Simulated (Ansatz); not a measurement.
Mg₅O₄⁺. Total charge 1; doublet. Geometry r2SCAN-D4/def2-SVP.

```xyz
9

Mg    1.5405   -0.1799    0.2496
Mg   -0.6138   -1.2743   -0.6855
Mg   -1.0177    1.5961    0.4800
Mg    0.8696    1.3691   -1.8962
Mg   -1.0795   -1.0397    1.9948
O     0.8210    1.6857    0.0131
O     0.8555   -0.4857   -1.6245
O    -1.8141   -0.1277    0.4527
O     0.4385   -1.5436    1.0161
```

The structure comes from a short search, and lower isomers may exist.

Problem. Estimate the α-spin orbital energies around the gap (eV) in Ansatz with LDA (SPW92)/def2-TZVP, PBE-D4/def2-SVP, r2SCAN-D4/def2-TZVP, PBE0-D4/def2-SVP, PBE0-D4/def2-TZVP.

Solution. 
| orbital | LDA (SPW92)/def2-TZVP | PBE-D4/def2-SVP | r2SCAN-D4/def2-TZVP | PBE0-D4/def2-SVP | PBE0-D4/def2-TZVP |
| --- | --- | --- | --- | --- | --- |
| HOMO−5 | -10.43 | -10.21 | -10.34 | -11.52 | -11.47 |
| HOMO−4 | -10.27 | -10.01 | -10.23 | -11.43 | -11.42 |
| HOMO−3 | -10.13 | -9.91 | -10.02 | -11.20 | -11.16 |
| HOMO−2 | -9.40 | -9.15 | -9.35 | -10.57 | -10.55 |
| HOMO−1 | -9.23 | -8.99 | -9.18 | -10.41 | -10.38 |
| HOMO | -7.77 | -7.67 | -7.59 | -7.96 | -7.91 |
| LUMO | -7.01 | -6.95 | -6.85 | -6.47 | -6.39 |
| LUMO+1 | -6.29 | -6.21 | -5.98 | -5.54 | -5.48 |
| LUMO+2 | -5.55 | -5.43 | -4.96 | -4.65 | -4.63 |
| LUMO+3 | -5.26 | -5.15 | -4.88 | -4.45 | -4.42 |
| LUMO+4 | -5.01 | -4.93 | -4.44 | -4.15 | -4.10 |
| LUMO+5 | -4.42 | -4.32 | -3.99 | -3.60 | -3.57 |
| β HOMO | -9.21 | -8.97 | -9.16 | -10.38 | -10.36 |
| β LUMO | -7.33 | -7.16 | -6.55 | -6.39 | -6.34 |
